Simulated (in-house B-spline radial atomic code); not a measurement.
Values are calculated unless marked as measured or tabulated.
Softness against transferability: the 4p channel of Br

Br, [Ar] 3d10 4s2 4p5, non-relativistic PBE, spherical and spin-unpolarised, from an all-electron radial atomic-structure program (B-spline basis) (atomic units). The all-electron 4p level is ε = -0.290162 hartree, its outermost node lies just inside 0.71 bohr and its outer maximum at 1.67 bohr.

Troullier-Martins pseudo-orbitals are made for several radii. The cutoffs (hartree) are the plane-wave energies beyond which the orbital holds less than the named kinetic energy per electron. The phase error is the difference, pseudo minus all-electron, of arctan(R P'/P) at R = 2.64 bohr for all radii, half a hartree below and above the level.

```
r_c (bohr)  V_l(0) (hartree)  cutoff for 10 mEh  for 1 mEh  for 0.1 mEh  phase error at ε − 0.5 (mrad)  at ε + 0.5 (mrad)
      1.25            -11.21               24.2       34.6         66.4                           -0.8               -2.2
      1.45             -1.31                3.7       12.3         28.6                           -0.5               -1.3
      1.67             -0.03               4.03       12.5         25.1                           -0.4               -1.1
      1.89             -0.68                3.7       11.1         21.5                           -0.6               -1.6
      2.11             -1.29               3.48       9.16         12.9                           -1.1               -2.6
      2.34             -1.68               3.38       4.87         10.6                           -1.9               -4.4
```

(1) Which radius needs the lowest cutoff for 0.1 mEh while both phase errors stay within 2.3 mrad?

(2) What does the larger radius buy, and what does it cost?

Answers

(1) The radii within that limit are 1.25, 1.45, 1.67, 1.89 bohr; of these r_c = 1.89 needs the least, 21.5 hartree, that is 43 Ry or 585 eV.

(2) From r_c = 1.25 to 2.34 bohr the cutoff for 1 mEh goes from 34.6 to 4.87 hartree, a factor of 7.10, against 3.50 for a pure 1/r_c² scaling, end to end; step by step it is 34.6, 12.3, 12.5, 11.1, 9.16, 4.87, and for 0.1 mEh 66.4, 28.6, 25.1, 21.5, 12.9, 10.6; the number of plane waves goes as the cutoff to the power 3/2, here a factor of 18.9. The larger of the two phase errors is least at r_c = 1.67 bohr, 1.1 mrad; it is 2.2 at the smallest radius and 4.4 at the largest. These errors test the reference atom alone. The smallest radius lies well inside the outer maximum, where the nodeless form must bend sharply to keep the norm, so it is both harder and scatters less well than the next. Large radii also let the cores of neighbours overlap, which an atom doesn't show.
